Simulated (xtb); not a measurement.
OTi (SMILES [O]=[Ti]), triplet, at a GFN2-xTB geometry (such geometries of metal compounds can be far from the true shape); GFN2-xTB (xtb 6.7.1).

Input for xtb:
```
$ xtb mol.xyz --gfn 2 --uhf 2 --ohess --json

# file mol.xyz
2

Ti    -0.00000000    -0.00000000    -0.44737439
O      0.00000000     0.00000000     1.23027959
```

What does xtb print? Leave out banner, timings and long lists.


```
   ID    Z sym.   atoms
    1   22 Ti     1
    2    8 O      2

           -------------------------------------------------
          |                Calculation Setup                |
           -------------------------------------------------

           -------------------------------------------------
          |                 G F N 2 - x T B                 |
           -------------------------------------------------

          ...................................................
          :                      SETUP                      :
          :.................................................:
          :  # basis functions                  14          :
          :  # atomic orbitals                  13          :
          :  # shells                            5          :
          :  # electrons                        10          :
          :  max. iterations                   250          :
          :  Hamiltonian                  GFN2-xTB          :
          :  restarted?                      false          :
          :  GBSA solvation                  false          :
          :  PC potential                    false          :
          :  electronic temp.          300.0000000     K    :
          :  accuracy                    1.0000000          :
          :  -> integral cutoff          0.2500000E+02      :
          :  -> integral neglect         0.1000000E-07      :
          :  -> SCF convergence          0.1000000E-05 Eh   :
          :  -> wf. convergence          0.1000000E-03 e    :
          :  Broyden damping             0.4000000          :
          :  net charge                          0          :
          :  unpaired electrons                  2          :
          ...................................................

 iter      E             dE          RMSdq      gap      omega  full diag
   1     -5.2890943 -0.528909E+01  0.232E+01    0.00       0.0  T
   2     -5.3904346 -0.101340E+00  0.118E+01    0.00       1.0  T
   3     -5.4960395 -0.105605E+00  0.470E+00    0.00       1.0  T
   4     -5.4824612  0.135782E-01  0.303E+00    0.00       1.0  T
   5     -5.4919442 -0.948296E-02  0.237E+00    0.00       1.0  T
   6     -5.4967913 -0.484712E-02  0.484E-01    0.00       1.0  T
   7     -5.4967884  0.285675E-05  0.331E-01    0.00       1.0  T
   8     -5.4968464 -0.580148E-04  0.851E-02    0.00       1.0  T
   9     -5.4968532 -0.679248E-05  0.121E-02    0.00       5.9  T
[...]
         :: total energy              -5.478069671428 Eh    ::
 * total energy  :    -5.4780697 Eh     change       -0.1292833E-10 Eh
   *** GEOMETRY OPTIMIZATION CONVERGED AFTER 1 ITERATIONS ***
         :: total energy              -5.478069671441 Eh    ::
[...]
          :  rotational number                       1      :
          :  scaling factor                  1.0000000      :
          :  rotor cutoff                   50.0000000 cm⁻¹ :
          :  imag. cutoff                  -20.0000000 cm⁻¹ :
          :.................................................:

    mode    ω/cm⁻¹     T·S(HO)/kcal·mol⁻¹    T·S(FR)/kcal·mol⁻¹   T·S(vib)
   ------------------------------------------------------------------------
   ------------------------------------------------------------------------

   temp. (K)  partition function   enthalpy   heat capacity  entropy
                                   cal/mol     cal/K/mol   cal/K/mol   J/K/mol
 298.15  VIB   1.03                   70.163      0.825      0.304
         ROT   415.                  592.502      1.987     13.966
         INT   429.                  662.665      2.812     14.270
         TR   0.494E+27             1481.254      4.968     38.364
         TOT                        2143.9189     7.7806    52.6341   220.2210

       T/K    H(0)-H(T)+PV         H(T)/Eh          T*S/Eh         G(T)/Eh
   ------------------------------------------------------------------------
    298.15    0.341655E-02    0.501608E-02    0.250082E-01   -0.199921E-01
   ------------------------------------------------------------------------

         :::::::::::::::::::::::::::::::::::::::::::::::::::::
         ::                  THERMODYNAMIC                  ::
         :::::::::::::::::::::::::::::::::::::::::::::::::::::
         :: total free energy          -5.498061747114 Eh   ::
         ::.................................................::
         :: total energy               -5.478069671441 Eh   ::
         :: zero point energy           0.001599528086 Eh   ::
         :: G(RRHO) w/o ZPVE           -0.021591603759 Eh   ::
         :: G(RRHO) contrib.           -0.019992075673 Eh   ::
         :::::::::::::::::::::::::::::::::::::::::::::::::::::

optimized geometry written to: xtbopt.xyz

           -------------------------------------------------
          | TOTAL ENERGY               -5.478069671441 Eh   |
          | TOTAL ENTHALPY             -5.473053591104 Eh   |
          | TOTAL FREE ENERGY          -5.498061747114 Eh   |
          | GRADIENT NORM               0.000000540445 Eh/α |
          | HOMO-LUMO GAP               0.000000000000 eV   |
           -------------------------------------------------

normal termination of xtb
```
